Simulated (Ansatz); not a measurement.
Consider the formal exchange of groups at the Se–C bond: `C=[C]([GeH3])[SeH]` + `CNC` → `CNC[SeH]` + `C=[CH][GeH3]`.

Calculated with Ansatz (gas phase, PBE0-D4/def2-TZVP geometries, no zero-point term in ΔE). CCSD(T)/CBS is the MP2 limit (def2-TZVPP, def2-QZVPP) plus CCSD(T) − MP2 in def2-TZVPP, frozen cores. DFT in def2-TZVPP. B3LYP here is the variant with VWN-RPA as its local correlation; programs differ in this. For Ge, Se outer-core shells are correlated without core-valence functions, which leaves a few kJ/mol of doubt a bond. Scalar relativity is left out up to krypton. Each species was taken in one conformer, which may not be the lowest.

| level | ΔE (kJ/mol) | difference from CCSD(T)/CBS |
| --- | --- | --- |
| PBE-D4 | 14.5 | 3.0 |
| r2SCAN-D4 | 14.2 | 2.7 |
| PBE0-D4 | 12.6 | 1.1 |
| B3LYP-D4 | 12.0 | 0.5 |
| ωB97X-V | 9.5 | -2.0 |
| ωB97M-V | 9.2 | -2.3 |
| B2PLYP | 10.7 | -0.8 |
| PBE | 12.1 | 0.6 |
| r2SCAN | 13.9 | 2.4 |
| PBE0 | 10.5 | -1.0 |
| B3LYP | 7.9 | -3.6 |
| HF/def2-TZVPP | 2.0 | -9.5 |
| MP2/def2-TZVPP | 16.3 | 4.8 |
| SCS-MP2/def2-TZVPP | 13.4 | 1.9 |
| CCSD/def2-TZVPP | 9.5 | -2.0 |
| CCSD(T)/def2-TZVPP | 11.5 | 0.0 |
| HF/def2-QZVPP | 2.2 | -9.3 |
| MP2/def2-QZVPP | 16.4 | 4.9 |
| SCS-MP2/def2-QZVPP | 13.4 | 1.9 |
| HF/CBS(def2) | 2.3 | -9.2 |
| MP2/CBS(def2) | 16.4 | 4.9 |
| CCSD/CBS(def2) | 9.5 | -2.0 |
| CCSD(T)/CBS | 11.5 | 0 |

Largest T1 diagnostic among the species: 0.012.

In def2-TZVPP, CCSD(T) changes the Hartree–Fock value by +9.5 kJ/mol (the triples alone add +2.0 kJ/mol) and MP2 by +14.4 kJ/mol. The D4 term adds +4.1 kJ/mol with B3LYP and +2.1 kJ/mol with PBE0; it sums over pairs of atoms, weighted by their polarisabilities, and B3LYP, whose exchange is more repulsive, gets the larger term.
